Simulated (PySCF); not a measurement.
Delta-SCF ions had no search for a lower state. Excitations are Tamm–Dancoff values on a coarser integration grid. The basis has no diffuse functions, so Rydberg states are missing or too high.

# C₁₀H₁₀Si, SMILES `c12-c(ccccc1)ccc2[SiH3]` (charge 0, multiplicity 1)

Method: PBE0-D3(BJ)/def2-TZVP // PBE0-D3(BJ)/def2-SVP in PySCF 2.14.0.

| Quantity | Result |
|---|---|
| HOMO | -5.89 eV |
| dipole moment | 2.27 D |
| HOMO–LUMO gap | 3.62 eV |
| LUMO | -2.28 eV |
| S1 excitation (TDA) | 2.51 eV |
| S1 oscillator strength | 0.009 |
| brightest of the four lowest singlets (TDA) | 5.41 eV |
| T1 excitation (TDA) | 2.04 eV |
| S1–T1 gap (TDA) | 0.47 eV |
| vertical ionisation energy (Delta-SCF) | 7.37 eV |
| total energy | -18397.79 eV |
| cost | roughly 40 core-minutes |

```xyz
21

Si     3.1820    -0.6310    -0.0957
C      1.6296     0.3928    -0.0661
C      1.5762     1.8037    -0.0974
C      0.2503     2.2530    -0.0618
C     -0.5925     1.1318    -0.0062
C     -1.9853     1.1627     0.0420
C     -2.8869     0.1019     0.0984
C     -2.6182    -1.2696     0.1209
C     -1.3947    -1.9371     0.0936
C     -0.1065    -1.3987     0.0360
C      0.2908    -0.0669    -0.0089
H      4.3580     0.2895    -0.1503
H      3.3095    -1.4975     1.1198
H      3.2343    -1.5436    -1.2827
H      2.4523     2.4539    -0.1430
H     -0.0834     3.2903    -0.0744
H     -2.4276     2.1650     0.0342
H     -3.9447     0.3779     0.1291
H     -3.5005    -1.9159     0.1669
H     -1.4497    -3.0290     0.1210
H      0.7070    -2.1334     0.0247
```
